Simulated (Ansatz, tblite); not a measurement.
Spin states of Be₅⁺ (the lowest doublet isomer of a short search), each relaxed with PBE/def2-TZVP in Ansatz. Electronic energies in the gas phase.

The xTB rows come from tblite. LC-ωPBE has ω = 0.4 bohr⁻¹. B3LYP takes the VWN-RPA correlation. Correlated methods freeze no core orbitals. The structure comes from a short search, and lower isomers may exist.

Doublet geometry (D3h within 0.1 Å):

```xyz
5

Be    1.005   -0.577    0.285
Be   -0.933   -1.213    0.827
Be    0.930    1.213   -0.830
Be   -0.569   -0.257   -1.017
Be   -0.434    0.835    0.734
```

Quartet geometry:

```xyz
5

Be    0.375   -1.085    0.175
Be    0.329   -0.220   -1.686
Be   -0.506    0.031    1.656
Be    0.874    0.942    0.148
Be   -1.072    0.333   -0.293
```

⟨S²⟩: doublet 0.77 at PBE0/def2-TZVP (pure 0.75), quartet 3.78 at PBE0/def2-TZVP (pure 3.75).

Run but left out: HF/6-31G, HF/def2-TZVP, HF/def2-TZVPP, MP2/def2-TZVP, MP2/def2-TZVPP, CCSD/def2-TZVPP, CCSD(T)/def2-TZVPP (doublet: ⟨S²⟩ 1.24 to 1.59, where a pure state has 0.75).

Only these spin states were relaxed.

```csv
level,quartet − doublet (kJ/mol),lowest of these,remarks
GFN1-xTB,194.7,doublet,–
GFN2-xTB,222.4,doublet,–
LDA (SPW92)/def2-TZVP,152.8,doublet,–
PBE/def2-TZVP,142.8,doublet,–
BLYP/def2-TZVP,153.8,doublet,–
r2SCAN/def2-TZVP,128.1,doublet,–
B3LYP/6-31G,149.1,doublet,–
B3LYP/def2-TZVP,144.2,doublet,–
PBE0/def2-TZVP,130.1,doublet,–
LC-ωPBE/def2-TZVP,98.9,doublet,spin-contaminated (⟨S²⟩ 0.83) (doublet)
RPA@PBE/def2-TZVP,167.9,doublet,–
```

Change of the quartet − doublet gap on mixing in exact exchange, in kJ/mol: PBE to PBE0 (25 % exact exchange) -12.6; BLYP to B3LYP (20 % exact exchange) -9.6.

The xTB methods have no term that favours high spin, so they put low spin too low.
